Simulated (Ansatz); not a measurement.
Consider the cleavage of the Ge–Ge bond: `[Cl][GeH2][GeH3]` + `OCS` → `OC[S][GeH3]` + `[Cl][GeH3]`.

Isolated molecules relaxed with PBE0-D4/def2-TZVP in Ansatz; ΔE leaves out vibrations. CCSD(T)/CBS adds triple-zeta CCSD(T) − MP2 to the extrapolated MP2 energy (def2 sets, frozen cores). Functionals use def2-TZVPP. B3LYP here is the variant with VWN-RPA as its local correlation; programs differ in this. For Ge outer-core shells are correlated without core-valence functions, which leaves a few kJ/mol of doubt a bond. Scalar relativity is left out up to krypton. One conformer a species, not always the lowest.

`[Cl][GeH2][GeH3]`:

Cartesian coordinates in Å:
```
Cl -2.332 -1.286 0.180
Ge -0.588 -0.534 -0.863
Ge 0.771 0.618 0.777
H 0.102 -1.761 -1.481
H -1.119 0.383 -1.976
H -0.040 1.772 1.380
H 2.035 1.177 0.103
H 1.173 -0.369 1.880
```

`OCS`:

Cartesian coordinates in Å:
```
O 0.982 0.715 0.262
C -0.228 0.002 0.288
S -0.065 -1.550 -0.595
H 0.844 1.556 0.709
H -0.514 -0.290 1.306
H -1.049 0.581 -0.149
H 0.029 -1.014 -1.823
```

`OC[S][GeH3]`:

```xyz
10

O     2.011   -0.598   -0.226
C     0.868   -1.109    0.380
S    -0.632   -1.105   -0.669
Ge   -1.335    0.962   -0.294
H     1.861    0.324   -0.455
H     1.066   -2.160    0.588
H     0.634   -0.606    1.325
H    -2.560    1.185   -1.186
H    -0.226    1.971   -0.658
H    -1.687    1.136    1.193
```

`[Cl][GeH3]`:

```xyz
5

Cl    0.854   -1.798    0.121
Ge   -0.069    0.145   -0.010
H    -0.244    0.658    1.423
H    -1.416   -0.043   -0.714
H     0.875    1.039   -0.820
```

| level | ΔE (kJ/mol) | difference from CCSD(T)/CBS |
| --- | --- | --- |
| PBE-D4 | -15.5 | 1.3 |
| r2SCAN-D4 | -19.3 | -2.5 |
| PBE0-D4 | -15.9 | 0.9 |
| B3LYP-D4 | -15.9 | 0.9 |
| ωB97X-V | -17.9 | -1.1 |
| ωB97M-V | -16.9 | -0.1 |
| B2PLYP | -16.7 | 0.1 |
| B3LYP | -13.4 | 3.4 |
| HF/def2-TZVPP | -21.0 | -4.2 |
| MP2/def2-TZVPP | -20.6 | -3.8 |
| SCS-MP2/def2-TZVPP | -20.5 | -3.7 |
| CCSD/def2-TZVPP | -15.1 | 1.7 |
| CCSD(T)/def2-TZVPP | -17.2 | -0.4 |
| SCS-MP2/def2-QZVPP | -20.8 | -4.0 |
| HF/CBS(def2) | -20.8 | -4.0 |
| MP2/CBS(def2) | -20.3 | -3.5 |
| CCSD(T)/CBS | -16.8 | 0 |

Largest T1 diagnostic among the species: 0.012.
